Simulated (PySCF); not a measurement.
C₄H₉FSi, SMILES F/C(=C\C)[SiH2]C. Atoms are numbered in the order given.

```xyz
15

C      2.8793     0.4152     0.0288
C      1.5355     0.1680    -0.5919
C      0.4253    -0.1541     0.0777
F      0.4775    -0.2726     1.4362
Si    -1.2946    -0.4682    -0.6247
C     -2.5243     0.6841     0.1993
H      3.2375     1.4316    -0.2044
H      2.8350     0.3016     1.1204
H      3.6286    -0.2902    -0.3672
H      1.4406     0.2536    -1.6799
H     -1.6729    -1.8890    -0.3655
H     -1.2159    -0.2454    -2.0983
H     -2.2918     1.7347    -0.0351
H     -3.5553     0.4743    -0.1261
H     -2.4746     0.5586     1.2926
```
Charge 0, spin multiplicity 1.

Coordinates come from a ωB97X-D3(BJ)/def2-SVP optimisation. The structure was generated by enumeration; whether it is a known compound was not checked. Other conformers were not sampled.

The numbers are results of PySCF with PBE/pcSseg-1, not measurements.

GIAO shieldings, no solvent; atoms listed in one row are averaged. δ = σ(ref) − σ: ¹³C against TMS (σ = 182.0 ppm); ¹⁹F against CFCl3 (σ = 133.6 ppm); ²⁹Si against TMS (σ = 335.4 ppm); ¹H against TMS (σ = 31.49 ppm), references at their B3LYP-D3(BJ)/def2-TZVP geometries, non-relativistic.

Computed chemical shifts:
| nucleus | atoms | count | δ (ppm) |
|---|---|---|---|
| ¹³C | C3 | 1 | 173.8 |
| ¹³C | C2 | 1 | 127.4 |
| ¹³C | C1 | 1 | 14.2 |
| ¹³C | C6 | 1 | -5.7 |
| ¹⁹F | F4 | 1 | -130.2 |
| ²⁹Si | Si5 | 1 | -48.4 |
| ¹H | H10 | 1 | 5.65 |
| ¹H | H11 | 1 | 4.80 |
| ¹H | H12 | 1 | 4.47 |
| ¹H | H7, H8, H9 | 3 | 2.08 |
| ¹H | H13, H14, H15 | 3 | 0.65 |
